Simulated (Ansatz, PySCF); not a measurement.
Gas-phase reaction (SMILES): [F][AlH2] + O (H2O) -> [OH][AlH2] + F (HF); water cleaves one Al-F bond, a model of a ligand-exchange step.

Each molecule is optimised on its own at B3LYP-D3(BJ)/def2-TZVP (Ansatz, an electronic-structure program), one conformer each, not searched for the lowest. Valence correlation only, unless marked. Spin-orbit coupling is left out. Non-relativistic. Basis-set limits of correlation are two-point, X^-3; Hartree-Fock from the larger set (for Q and 5 zeta extrapolated as (X+1)exp(-9√X)). Thermal terms are rigid-rotor harmonic-oscillator values from B3LYP-D3(BJ) frequencies (Ansatz or PySCF) at 298.15 K and 1 atm. 1 Eh = 627.5095 kcal/mol.

```tsv
species	E, CCSD(T)/CBS(cc-pV(Q+d)Z,cc-pV(5+d)Z) (Ansatz) (Eh)	E, wB97X-V/def2-TZVPD (Ansatz) (Eh)	H - E (Eh)	G - E (Eh)
[F][AlH2]	-343.06412	-343.50906	0.01964	-0.00772
O (H2O)	-76.37670	-76.43464	0.02495	0.00353
[OH][AlH2]	-319.02646	-319.46956	0.03129	0.00261
F (HF)	-100.39528	-100.45520	0.01259	-0.00713
```

Q: Work out ΔE and ΔH, ΔG, ΔS and the equilibrium constant at 298.15 K at the first level, then ΔH at the second.

A: 
1. ΔE = [(-319.02646) + (-100.39528)] - [(-343.06412) + (-76.37670)] = 0.01908 Eh = 12.0 kcal/mol at CCSD(T)/CBS(cc-pV(Q+d)Z,cc-pV(5+d)Z).
2. The terms H - E add up to -0.00071 Eh, so ΔH = (0.01908 + (-0.00071))×627.5095 = 11.5 kcal/mol.
3. The terms G - E add up to -0.00033 Eh, so ΔG = 11.8 kcal/mol, and ΔS = (-0.00071 - (-0.00033))×627509.5/298.15 = -0.8 cal/(mol K).
4. log10 K = -ΔG/(RT ln 10) = -8.6, with RT ln 10 = 1.3642 kcal/mol.
5. At wB97X-V/def2-TZVPD the same steps give ΔE = 11.9 and ΔH = 11.4 kcal/mol, a shift of -0.1 from the first level.
6. These values are not checked against measurement here, since the tables used lack a sound gas-phase enthalpy of formation for at least one species.
